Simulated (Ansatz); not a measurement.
A nudged elastic band was laid between two geometries of CH₁₁GeNSi₂ (16 atoms, charge 0, multiplicity 1).

Theory: RHF/def2-SVP in Ansatz 0.2.0.

* movable images: 7
* climbing image: yes
* spring: 5.0 eV/Å²
* optimiser: fire
* start path: IDPP
* force threshold: 0.05 eV/Å
* iteration limit: 57
* end points: relaxed

Initial state:

```xyz
16
Properties=species:S:1:pos:R:3
C 0.677 2.241 0.149
Si 1.519 0.760 0.971
Ge 1.025 -1.280 -0.229
Si -1.341 -1.745 -0.146
N -2.186 -0.372 -0.795
H 0.829 3.150 0.735
H 1.083 2.411 -0.850
H -0.396 2.064 0.056
H 1.031 0.605 2.367
H 2.989 0.970 1.029
H 1.462 -1.130 -1.701
H 1.815 -2.464 0.359
H -1.779 -1.905 1.263
H -1.629 -3.034 -0.835
H -1.954 -0.028 -1.707
H -3.168 -0.267 -0.623
```

Final state:

```xyz
16
Properties=species:S:1:pos:R:3
C 0.547 2.532 1.131
Si 1.504 0.900 1.217
Ge 0.866 -0.599 -0.572
Si -1.450 -1.309 -0.462
N -1.962 -2.367 -1.732
H 0.847 3.197 1.944
H 0.737 3.045 0.187
H -0.528 2.362 1.214
H 1.239 0.229 2.517
H 2.964 1.167 1.139
H 1.122 0.104 -1.923
H 1.784 -1.839 -0.542
H -2.298 -0.092 -0.498
H -1.649 -2.007 0.831
H -1.669 -3.325 -1.740
H -2.077 -2.022 -2.665
```

**Question.** What changes between the two ends?

**Answer.** No bond is made or broken. The dihedral Si2–Ge3–Si4–N5 goes from 57 to 179°.

**Question.** Give the energies along the band, and the barrier.

**Answer.** The forces met the threshold. The highest image is number 5 of 0 to 8, 10.3 kJ/mol above the first end and 4.1 kJ/mol above the last; the last end lies 6.2 kJ/mol above the first. The order of the stationary point at the top wasn't checked.

| image | path coordinate (Å) | energy (kJ/mol) | dihedral Si2–Ge3–Si4–N5 (°) |
| --- | --- | --- | --- |
| 0 | 0.00 | 0.0 | 57 |
| 1 | 0.89 | 1.1 | 72 |
| 2 | 1.77 | 3.5 | 88 |
| 3 | 2.66 | 5.8 | 103 |
| 4 | 3.55 | 8.1 | 119 |
| 5 | 4.44 | 10.3 | 136 |
| 6 | 5.33 | 8.7 | 151 |
| 7 | 6.22 | 7.0 | 165 |
| 8 | 7.11 | 6.2 | 179 |

**Question.** What is the geometry of the highest image?

**Answer.** 
```xyz
16
Properties=species:S:1:pos:R:3
C 0.688 2.336 1.103
Si 1.596 0.680 1.238
Ge 0.940 -0.805 -0.557
Si -1.385 -1.483 -0.387
N -2.243 -1.429 -1.880
H 0.947 2.992 1.937
H 0.953 2.848 0.176
H -0.394 2.191 1.113
H 1.271 0.029 2.534
H 3.064 0.905 1.206
H 1.170 -0.088 -1.904
H 1.842 -2.055 -0.548
H -2.093 -0.563 0.537
H -1.392 -2.840 0.219
H -1.978 -1.934 -2.701
H -3.008 -0.807 -2.042
```

The band took 35 iterations and roughly 29 core-minutes.

The run took 15 min on 2 threads of Arm Neoverse V1, on a shared host, peak memory 0.47 GiB.
